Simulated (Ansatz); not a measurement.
Steps of a relaxation of `[AlH2][SiH2]C[SiH3]` with RKS PBE0-D4/def2-TZVP.

```sh
$ ansatz run in.yaml --threads 4 --pin off --events-out ev --progress --plain --max-ram 10444MiB
```

```yaml
crystal:
  periodic: [false, false, false]
  atoms:
    - {symbol: Al, position_ang: [-1.275324, 1.534903, -0.314987]}
    - {symbol: Si, position_ang: [-1.258891, -0.917049, 0.015601]}
    - {symbol: C, position_ang: [0.618470, -1.222901, -0.329587]}
    - {symbol: Si, position_ang: [1.492916, 0.232301, 0.465381]}
    - {symbol: H, position_ang: [-1.655280, 2.582333, 0.838757]}
    - {symbol: H, position_ang: [-1.063088, 2.043272, -1.826210]}
    - {symbol: H, position_ang: [-1.541650, -1.382300, 1.424135]}
    - {symbol: H, position_ang: [-2.095165, -1.768343, -0.909994]}
    - {symbol: H, position_ang: [0.786258, -1.182448, -1.427539]}
    - {symbol: H, position_ang: [0.995575, -2.198559, 0.041463]}
    - {symbol: H, position_ang: [1.371887, 0.233887, 1.962669]}
    - {symbol: H, position_ang: [2.916096, 0.503137, 0.056195]}
    - {symbol: H, position_ang: [0.728795, 1.506968, 0.019016]}
basis:
  gaussian: {orbitals: def2-TZVP}
hamiltonian: {xc: pbe0, dispersion: d4}
relax: {f_tol: 0.005, max_steps: 150}
```

Positions (Å) and forces (eV/Å) along the path, 11 of 12 steps:

```xyz
13
step=1 energy=-23525.5406 eV
Al   -1.275    1.535   -0.315   -0.007    0.085   -0.027
Si   -1.259   -0.917    0.016    0.172   -0.195    0.017
C     0.618   -1.223   -0.330    0.117   -0.132   -0.095
Si    1.493    0.232    0.465   -0.119   -0.006   -0.017
H    -1.655    2.582    0.839    0.051   -0.124   -0.135
H    -1.063    2.043   -1.826   -0.022   -0.059    0.182
H    -1.542   -1.382    1.424    0.057    0.082   -0.287
H    -2.095   -1.768   -0.910    0.178    0.174    0.194
H     0.786   -1.182   -1.428   -0.080   -0.014    0.517
H     0.996   -2.199    0.041   -0.190    0.490   -0.177
H     1.372    0.234    1.963    0.039   -0.008   -0.337
H     2.916    0.503    0.056   -0.335   -0.073    0.089
H     0.729    1.507    0.019    0.139   -0.220    0.076
13
step=3 energy=-23525.5791 eV
Al   -1.265    1.527   -0.309   -0.012   -0.009    0.002
Si   -1.241   -0.916    0.013    0.021    0.033    0.004
C     0.615   -1.215   -0.324   -0.011    0.014    0.016
Si    1.472    0.231    0.457   -0.035   -0.004   -0.007
H    -1.635    2.562    0.837    0.002    0.008    0.005
H    -1.054    2.032   -1.805    0.001    0.007   -0.007
H    -1.525   -1.378    1.403   -0.001   -0.009    0.003
H    -2.073   -1.749   -0.903    0.008   -0.009   -0.003
H     0.783   -1.182   -1.405    0.003   -0.005   -0.019
H     0.985   -2.171    0.051    0.013   -0.027    0.003
H     1.354    0.234    1.935    0.005   -0.001    0.011
H     2.876    0.496    0.053    0.008   -0.010   -0.001
H     0.728    1.494    0.013   -0.003    0.010   -0.006
13
step=4 energy=-23525.5793 eV
Al   -1.268    1.530   -0.309    0.004   -0.005    0.000
Si   -1.238   -0.913    0.014   -0.003   -0.004   -0.001
C     0.616   -1.218   -0.324   -0.004    0.012    0.004
Si    1.469    0.231    0.456    0.002    0.003   -0.002
H    -1.636    2.567    0.837    0.000   -0.002    0.002
H    -1.057    2.037   -1.805   -0.003    0.000   -0.001
H    -1.522   -1.379    1.403   -0.002   -0.001    0.003
H    -2.067   -1.749   -0.903   -0.003   -0.001   -0.003
H     0.784   -1.186   -1.405    0.001   -0.002   -0.005
H     0.986   -2.173    0.053    0.000   -0.005    0.001
H     1.353    0.233    1.935   -0.002    0.001    0.003
H     2.875    0.492    0.053    0.005    0.000    0.001
H     0.726    1.493    0.011    0.005    0.002   -0.002
13
step=5 energy=-23525.5793 eV
Al   -1.268    1.529   -0.309   -0.001    0.001    0.000
Si   -1.239   -0.914    0.014    0.000   -0.002    0.000
C     0.616   -1.217   -0.324    0.000    0.003    0.002
Si    1.469    0.231    0.456    0.002    0.000    0.000
H    -1.635    2.566    0.838    0.001   -0.001    0.001
H    -1.058    2.037   -1.805   -0.002    0.000    0.001
H    -1.523   -1.380    1.403   -0.001    0.000    0.000
H    -2.067   -1.750   -0.904    0.000    0.001   -0.001
H     0.784   -1.185   -1.405    0.000   -0.001    0.000
H     0.986   -2.173    0.053    0.001    0.000   -0.001
H     1.353    0.234    1.935   -0.002    0.002    0.000
H     2.876    0.492    0.054    0.001   -0.001    0.001
H     0.728    1.495    0.010    0.002   -0.001   -0.002
13
step=6 energy=-23525.5793 eV
Al   -1.268    1.528   -0.308   -0.002    0.003    0.000
Si   -1.239   -0.914    0.013    0.001   -0.001    0.000
C     0.616   -1.216   -0.323    0.002   -0.005    0.001
Si    1.470    0.232    0.456    0.001    0.001    0.001
H    -1.633    2.564    0.840    0.002   -0.001    0.001
H    -1.061    2.037   -1.804   -0.002    0.001    0.001
H    -1.525   -1.380    1.402    0.000    0.000   -0.001
H    -2.067   -1.749   -0.905    0.001    0.001    0.000
H     0.784   -1.186   -1.405   -0.001    0.000    0.002
H     0.986   -2.172    0.054    0.000    0.002   -0.001
H     1.351    0.237    1.934   -0.001    0.001   -0.002
H     2.877    0.490    0.055   -0.001   -0.001    0.001
H     0.730    1.495    0.007    0.000   -0.002   -0.002
13
step=7 energy=-23525.5794 eV
Al   -1.268    1.528   -0.306   -0.001    0.006    0.001
Si   -1.238   -0.915    0.012    0.000    0.001   -0.001
C     0.617   -1.217   -0.322    0.007   -0.019   -0.002
Si    1.470    0.233    0.454    0.000    0.003    0.001
H    -1.625    2.561    0.848    0.002    0.000    0.000
H    -1.074    2.042   -1.802   -0.001    0.000    0.002
H    -1.528   -1.383    1.399    0.001    0.001   -0.002
H    -2.065   -1.747   -0.910    0.002    0.001    0.001
H     0.786   -1.190   -1.403   -0.001    0.003    0.005
H     0.987   -2.172    0.058   -0.002    0.006   -0.001
H     1.343    0.247    1.932    0.000    0.000   -0.004
H     2.881    0.484    0.060   -0.004    0.000    0.002
H     0.735    1.495   -0.007   -0.003   -0.002   -0.002
13
step=8 energy=-23525.5795 eV
Al   -1.268    1.529   -0.303    0.003    0.005   -0.001
Si   -1.237   -0.915    0.011   -0.002    0.003    0.000
C     0.618   -1.219   -0.320    0.009   -0.021   -0.002
Si    1.470    0.234    0.452   -0.003    0.005    0.001
H    -1.614    2.558    0.858    0.001   -0.001   -0.002
H    -1.087    2.047   -1.799   -0.001    0.001    0.003
H    -1.531   -1.385    1.397    0.002   -0.002   -0.002
H    -2.062   -1.746   -0.915    0.002    0.002    0.002
H     0.789   -1.196   -1.401   -0.001    0.004    0.006
H     0.988   -2.173    0.063   -0.004    0.006   -0.001
H     1.332    0.257    1.929    0.001    0.000   -0.006
H     2.884    0.480    0.067   -0.005    0.001    0.002
H     0.739    1.493   -0.023   -0.002   -0.003    0.000
13
step=9 energy=-23525.5795 eV
Al   -1.267    1.530   -0.301   -0.001    0.005    0.004
Si   -1.235   -0.916    0.010   -0.004    0.000   -0.004
C     0.620   -1.223   -0.318    0.008   -0.012   -0.002
Si    1.469    0.235    0.450   -0.001    0.003    0.001
H    -1.602    2.553    0.868    0.002   -0.001   -0.001
H    -1.103    2.057   -1.797    0.002   -0.004    0.004
H    -1.532   -1.389    1.393    0.000    0.003   -0.001
H    -2.060   -1.742   -0.920    0.001   -0.001    0.001
H     0.793   -1.203   -1.399    0.000    0.003    0.003
H     0.989   -2.175    0.070   -0.003    0.004    0.001
H     1.320    0.269    1.926    0.001    0.000   -0.007
H     2.886    0.477    0.073   -0.004    0.002    0.001
H     0.743    1.491   -0.041   -0.001   -0.002    0.001
13
step=10 energy=-23525.5796 eV
Al   -1.267    1.530   -0.299    0.007    0.002   -0.001
Si   -1.235   -0.916    0.008   -0.004   -0.001    0.001
C     0.621   -1.224   -0.318    0.005   -0.001   -0.002
Si    1.467    0.236    0.449   -0.002    0.003    0.002
H    -1.596    2.553    0.872   -0.002   -0.001   -0.002
H    -1.102    2.057   -1.794   -0.003   -0.001    0.002
H    -1.533   -1.389    1.392    0.000    0.000    0.000
H    -2.059   -1.742   -0.921    0.000    0.001    0.000
H     0.794   -1.206   -1.399    0.000    0.000    0.001
H     0.989   -2.176    0.072   -0.002    0.001    0.001
H     1.315    0.272    1.924    0.001   -0.001   -0.004
H     2.884    0.479    0.075   -0.002    0.000    0.000
H     0.742    1.491   -0.046    0.001   -0.004    0.002
13
step=11 energy=-23525.5796 eV rejected
Al   -1.265    1.531   -0.299   -0.005   -0.003   -0.004
Si   -1.235   -0.916    0.008   -0.003    0.002    0.004
C     0.621   -1.224   -0.318    0.003    0.003    0.000
Si    1.467    0.235    0.449    0.000   -0.003    0.002
H    -1.599    2.554    0.870    0.002   -0.001    0.000
H    -1.103    2.055   -1.795    0.002    0.003    0.000
H    -1.532   -1.387    1.392    0.001   -0.003    0.000
H    -2.059   -1.742   -0.921    0.000    0.001    0.000
H     0.795   -1.205   -1.399    0.000   -0.001    0.000
H     0.989   -2.176    0.072    0.000    0.000    0.001
H     1.317    0.270    1.924    0.000    0.000   -0.002
H     2.884    0.480    0.074    0.000    0.000    0.000
H     0.741    1.490   -0.043    0.000    0.001    0.000
13
step=12 energy=-23525.5796 eV
Al   -1.265    1.530   -0.299    0.000    0.000    0.001
Si   -1.235   -0.916    0.009   -0.002    0.000    0.000
C     0.621   -1.224   -0.318    0.003    0.001   -0.001
Si    1.467    0.235    0.449    0.000   -0.001    0.001
H    -1.597    2.553    0.871    0.000    0.000    0.000
H    -1.102    2.057   -1.794    0.000    0.000    0.000
H    -1.532   -1.389    1.392    0.000    0.000    0.000
H    -2.059   -1.742   -0.921    0.000    0.000    0.000
H     0.794   -1.206   -1.399    0.000    0.000    0.000
H     0.989   -2.176    0.072    0.000    0.000    0.000
H     1.316    0.271    1.924    0.000    0.000   -0.001
H     2.884    0.480    0.074    0.000    0.000    0.000
H     0.741    1.490   -0.044    0.000    0.000    0.000
```

Run time 44 s (4 threads of an Arm Neoverse V1 on a shared host); peak host memory 0.56 GiB.
